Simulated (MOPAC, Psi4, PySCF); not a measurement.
Two rigid molecules brought together: BF3 ··· Na+ (SMILES FB(F)F and [Na+]) (charge +1). Monomers: optimised at B3LYP-D3(BJ) (def2-TZVP), held rigid. Orientation: lowest of the rigid-body minima from ten starts at GFN2-xTB (searched outside a hard wall at short contacts). R is the distance of the centres of mass, along which the second monomer moves. The shortest distances reach bonding range, where SAPT0 and rigid monomers are unreliable.

Geometry at R = 3.36 Å (first 4 atoms: monomer A):
```
5

F     -0.6638    -1.1360     0.0008
B      0.0005    -0.0001     0.0001
F      1.3164    -0.0058    -0.0006
F     -0.6530     1.1420    -0.0002
Na    -1.6744     2.9095     0.0003
```

Levels of theory: RKS-B3LYP/6-311+G** = restricted B3LYP/6-311+G**, spherical d, no counterpoise correction (PySCF 2.14.0); revPBE/def2-TZVP, counterpoise-corrected (Psi4); PBE-D3(BJ)/def2-TZVP, counterpoise-corrected (Psi4); PM7, restricted, heats of formation (MOPAC); RKS-B3LYP/6-31G* = PySCF with restricted B3LYP/6-31G*, spherical d, no counterpoise correction.

Interaction energies in kJ/mol (negative: bound); R is the distance of the centres of mass, d the F4···Na5 distance.

```
R / Å  d / Å  RKS-B3LYP/6-311+G**  revPBE/def2-TZVP  PBE-D3(BJ)/def2-TZVP     PM7  RKS-B3LYP/6-31G*
-----  -----  -------------------  ----------------  --------------------  ------  ----------------
3.36    2.04               -29.96            -20.42                -28.98  -45.46            -49.19
3.58    2.26               -36.25            -30.54                -36.33  -55.31            -53.41
3.74    2.42               -34.32            -30.62                -34.99  -50.84            -50.06
4.04    2.72               -27.42            -25.83                -29.20  -38.36            -40.05
4.39    3.07               -20.05            -19.34                -22.21  -27.01            -28.69
4.88    3.56               -13.11            -12.60                -14.41  -17.41            -17.01
5.54    4.22                -7.94             -7.43                 -8.39  -10.36             -9.17
6.59    5.27                -4.16             -3.76                 -4.08   -4.72             -4.73
7.89    6.57                -2.19             -1.95                 -2.05   -2.27             -2.06
```

Lowest grid point: RKS-B3LYP/6-311+G** -36.25 kJ/mol at R = 3.58 Å; revPBE/def2-TZVP -30.62 kJ/mol at R = 3.74 Å; PBE-D3(BJ)/def2-TZVP -36.33 kJ/mol at R = 3.58 Å; PM7 -55.31 kJ/mol at R = 3.58 Å; RKS-B3LYP/6-31G* -53.41 kJ/mol at R = 3.58 Å.
